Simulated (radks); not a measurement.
Effect of the nuclear size on neutral tin, [Kr] 4d10 5s2 5p2. Method: Dirac Kohn-Sham, LDA (Slater exchange, Perdew-Wang correlation), spin-unpolarised, spherical densities, finite nucleus; open shells are shared between the two j in proportion to 2j + 1; Fermi nuclear charge, rms radius 4.6519 fm; computed with a radial shooting solver on a logarithmic mesh with Libxc functionals. The rms radius is varied about that value; shifts are against it.

rms radius (fm) = 3.8378: total energy shift (eV) -1.32; density at nucleus (e/bohr^3) 1.96e+05; 1s1/2 shift (meV) -553; 2s1/2 shift (meV) -63.2; 4p1/2 shift (meV) 0.201; 5s1/2 shift (meV) -0.211; 5p1/2 shift (meV) 0.036; 5p3/2 shift (meV) 0.036
rms radius (fm) = 4.4519: total energy shift (eV) -0.343; density at nucleus (e/bohr^3) 1.916e+05; 1s1/2 shift (meV) -144; 2s1/2 shift (meV) -16.5; 4p1/2 shift (meV) 0.052; 5s1/2 shift (meV) -0.055; 5p1/2 shift (meV) 0.009; 5p3/2 shift (meV) 0.009
rms radius (fm) = 4.6519: total energy shift (eV) 0; density at nucleus (e/bohr^3) 1.903e+05; 1s1/2 shift (meV) 0.000; 2s1/2 shift (meV) 0.000; 4p1/2 shift (meV) 0.000; 5s1/2 shift (meV) 0.000; 5p1/2 shift (meV) 0.000; 5p3/2 shift (meV) 0.000
rms radius (fm) = 4.8333: total energy shift (eV) 0.322; density at nucleus (e/bohr^3) 1.892e+05; 1s1/2 shift (meV) 135; 2s1/2 shift (meV) 15.5; 4p1/2 shift (meV) -0.049; 5s1/2 shift (meV) 0.052; 5p1/2 shift (meV) -0.009; 5p3/2 shift (meV) -0.009
rms radius (fm) = 5.7497: total energy shift (eV) 2.11; density at nucleus (e/bohr^3) 1.843e+05; 1s1/2 shift (meV) 886; 2s1/2 shift (meV) 101; 4p1/2 shift (meV) -0.322; 5s1/2 shift (meV) 0.338; 5p1/2 shift (meV) -0.058; 5p3/2 shift (meV) -0.058

Slopes of the eigenvalues against <r^2> in GHz/fm^2, as finite differences over the two radii next to the reference (eigenvalue slopes, not the field-shift constants of lines): 1s1/2 19100, 2s1/2 2180, 4p1/2 -6.94, 5s1/2 7.28.
